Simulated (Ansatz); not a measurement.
Reaction (redistribution): `C[N]=[Mo]([NH2])(=[O])[Cl]` + `C[N](C)[In]([OH])[O][SiH3]` → `C[N]=[Mo]([NH2])(=[O])[N](C)C` + `[OH][In]([Cl])[O][SiH3]`

Program: Ansatz. Geometries: PBE0-D4/def2-TZVP. ΔE: electronic, gas phase. CBS: MP2 limit from def2 TZ/QZ plus the TZ coupled-cluster correction, frozen cores. DFT in def2-TZVPP. Elements past krypton have def2 core potentials. For In, Mo outer-core shells are correlated without core-valence functions, which leaves a few kJ/mol of doubt a bond. Each species was taken in one conformer, which may not be the lowest.

```json
{"species": "`C[N]=[Mo]([NH2])(=[O])[Cl]`", "BLYP energy (Eh)": "-754.46498"}
{"species": "`C[N](C)[In]([OH])[O][SiH3]`", "BLYP energy (Eh)": "-767.10608"}
{"species": "`C[N]=[Mo]([NH2])(=[O])[N](C)C`", "BLYP energy (Eh)": "-428.76566"}
{"species": "`[OH][In]([Cl])[O][SiH3]`", "BLYP energy (Eh)": "-1092.81839"}
```

Problem. Work out ΔE.

Solution. ΔE = (-428.76566) + (-1092.81839) − (-754.46498) − (-767.10608) = -0.01299 Eh = -34.1 kJ/mol. CCSD(T)/CBS gives -31.1 kJ/mol.

Largest T1 diagnostic among the species: 0.022, so the coupled-cluster value is less sure than usual.

At CCSD(T), def2-SVP lies −14.4 kJ/mol from the extrapolated value and def2-TZVPP −4.3 kJ/mol. From BLYP to BHLYP (50 % exact exchange), in def2-TZVPP and without D4, ΔE moves by −4.0 kJ/mol. Leaving LDA and LC-ωPBE aside and taking each functional with its dispersion term where it has one, the values, not all of them listed here, spread over 7.9 kJ/mol, from B97M-V to B2PLYP.
